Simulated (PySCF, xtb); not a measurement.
CH8O3Si2, SMILES O[SiH](O)[C@H](O)[SiH3].

GFN2-xTB run with xtb 6.7.1 at its own geometry gives an orbital gap of 5.30 eV and a dipole moment of 2.35 D.

Geometry optimised at r2SCAN-D4/def2-SVP. The structure was generated by enumeration; whether it is a known compound was not checked. One conformer was computed; it need not be the lowest.

Q: What does PBE/def2-TZVP run with PySCF give? (An estimate is asked for; the answer gives what the named calculation found.)

A: gap 5.32 eV (levels -6.07 and -0.75 eV), dipole 3.48 D.
